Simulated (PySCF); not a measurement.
## Steps of a relaxation of Pr2O(OH)4

Pr2O(OH)4 (singlet in the valence; each metal's 4f electrons, 2 of them, lie in its core potential, out of spins and levels). PySCF 2.14.0, RKS r2SCAN, Pr lcecp-1-SVP with ECP48, O def2-SVP, H def2-SVP; non-relativistic Hamiltonian with scalar-relativistic core potentials where named; density fitting; no spin-orbit coupling. Origin of the start: template. Columns: position (Å) and force (eV/Å). Energies are counted from the last step; some of the 14 steps are shown. Forces carry noise of the integration grid, about 0.01 to 0.03 eV/Å.

Run from Python with OMP_NUM_THREADS=4. Where DIIS fails, smearing, a level shift and second-order steps follow.
It took 2.2 min on 4 threads of Intel(R) Xeon(R) 6975P-C (Granite Rapids), with other jobs on the host, from the converged density of the start.

```xyz
11
step 0  E = 0.321 eV
Pr    0.0000    0.0000    2.1768     0.00    0.00    1.20
Pr    0.0000    0.0000   -2.1834     0.00    0.00   -1.04
O     0.0000    0.0000   -0.0033     0.00    0.00   -0.14
O     0.0000    1.8930    3.3571     0.00   -0.81   -0.42
H     0.0000    2.4715    4.1303     0.00   -0.10   -0.30
O     0.0000   -1.8930    3.3571     0.00    0.81   -0.42
H     0.0000   -2.4715    4.1303     0.00    0.10   -0.30
O     0.0000    1.8930   -3.3637     0.00   -0.54    0.71
H     0.0000    2.8419   -3.5429     0.00   -0.28   -0.01
O     0.0000   -1.8930   -3.3637     0.00    0.54    0.71
H     0.0000   -2.8419   -3.5429     0.00    0.28   -0.01
```

```xyz
11
step 4  E = 0.036 eV
Pr    0.0000    0.0000    2.2106     0.00    0.00   -0.07
Pr    0.0000    0.0000   -2.1203     0.00    0.00   -0.06
O     0.0000    0.0000    0.0376     0.00    0.00    0.09
O     0.0000    1.8935    3.2448     0.00    0.56    0.51
H     0.0000    2.6538    3.8532     0.00   -0.50   -0.51
O     0.0000   -1.8935    3.2448     0.00   -0.56    0.51
H     0.0000   -2.6538    3.8532     0.00    0.50   -0.51
O     0.0000    1.9139   -3.1284     0.00    0.30   -0.02
H     0.0000    2.8207   -3.4575     0.00   -0.25    0.04
O     0.0000   -1.9139   -3.1284     0.00   -0.30   -0.02
H     0.0000   -2.8207   -3.4575     0.00    0.25    0.04
```

```xyz
11
step 9  E = 0.004 eV
Pr    0.0000    0.0000    2.2379     0.00    0.00   -0.02
Pr    0.0000    0.0000   -2.0834     0.00    0.00    0.08
O     0.0000    0.0000    0.0751     0.00    0.00    0.00
O     0.0000    1.9257    3.2210     0.00    0.04    0.07
H     0.0000    2.7539    3.7082     0.00   -0.04   -0.06
O     0.0000   -1.9257    3.2210     0.00   -0.04    0.07
H     0.0000   -2.7539    3.7082     0.00    0.04   -0.06
O     0.0000    1.9481   -3.0250     0.00    0.00   -0.05
H     0.0000    2.8122   -3.4431     0.00   -0.01    0.00
O     0.0000   -1.9481   -3.0250     0.00    0.00   -0.05
H     0.0000   -2.8122   -3.4431     0.00    0.01    0.00
```

Question: Where does the relaxation end?

Answer: It converges at step 13 in D2h:
```xyz
11
step 13  E = 0
Pr    0.0000    0.0000    2.2679
Pr    0.0000    0.0000   -2.0565
O     0.0000    0.0000    0.1059
O     0.0000    1.9249    3.2539
H     0.0000    2.7807    3.6884
O     0.0000   -1.9249    3.2539
H     0.0000   -2.7807    3.6884
O     0.0000    1.9250   -3.0423
H     0.0000    2.7775   -3.4827
O     0.0000   -1.9250   -3.0423
H     0.0000   -2.7775   -3.4827
```

Question: How did the contacts change?

Answer: 
| contact | start (Å) | end (Å) |
| --- | --- | --- |
| Pr1–O3 (O) | 2.180 | 2.162 |
| Pr1–O4 (OH) | 2.231 | 2.163 |
| Pr1–O6 (OH) | 2.231 | 2.163 |
| Pr2–O8 (OH) | 2.231 | 2.163 |
| Pr2–O10 (OH) | 2.231 | 2.163 |


No frequency check is given that shows the relaxed geometry to be a minimum. An lcecp potential fixes the number of 4f electrons, so in runs with it no electron can move into or out of that shell.
